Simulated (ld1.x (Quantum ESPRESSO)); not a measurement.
## An all-electron radial function and its pseudo partner (arsenic)

Columns: radius, all-electron u(r) and pseudo u(r) of the 4s shell (level -14.53 eV) of arsenic in the configuration [Ar] 3d10 4s2 4p3; Wu–Cohen, scalar-relativistic, ultrasoft scheme, ld1.x (Quantum ESPRESSO) 7.5.

```tsv
r (bohr)	all-electron	pseudo
0.080	-0.1074	-0.0242
0.160	-0.2160	-0.0497
0.240	-0.0014	-0.0778
0.320	0.2328	-0.1095
0.400	0.3597	-0.1458
0.480	0.3701	-0.1870
0.560	0.2953	-0.2332
0.640	0.1709	-0.2841
0.720	0.0248	-0.3390
0.800	-0.1242	-0.3969
0.880	-0.2646	-0.4564
0.960	-0.3901	-0.5160
1.040	-0.4977	-0.5739
1.120	-0.5868	-0.6282
1.200	-0.6579	-0.6774
1.280	-0.7125	-0.7197
1.360	-0.7521	-0.7539
1.440	-0.7787	-0.7789
1.520	-0.7940	-0.7940
1.600	-0.7995	-0.7995
1.680	-0.7970	-0.7970
1.760	-0.7877	-0.7877
1.840	-0.7729	-0.7729
1.920	-0.7538	-0.7538
2.000	-0.7312	-0.7312
2.080	-0.7061	-0.7061
```

(1) How many radial nodes do the two functions have?

(2) At about which radius was the pseudo-wave matched?

(3) Where does each function peak?

(4) Is the pseudo-wave norm-conserving?

## Answers

(1) The all-electron 4s function has n − l − 1 = 3 (the table is too coarse to show those close to the nucleus); the pseudo-wave has 0, since the states of the same l below it are removed with the core.

(2) 1.50 bohr, where the columns begin to agree (steps of 0.08 bohr).

(3) Outermost all-electron maximum near 1.60 bohr, pseudo maximum near 1.60 bohr (to the table’s step).

(4) No, it belongs to an ultrasoft set: the norm inside the radius is not constrained, and the difference is carried by the augmentation charge.
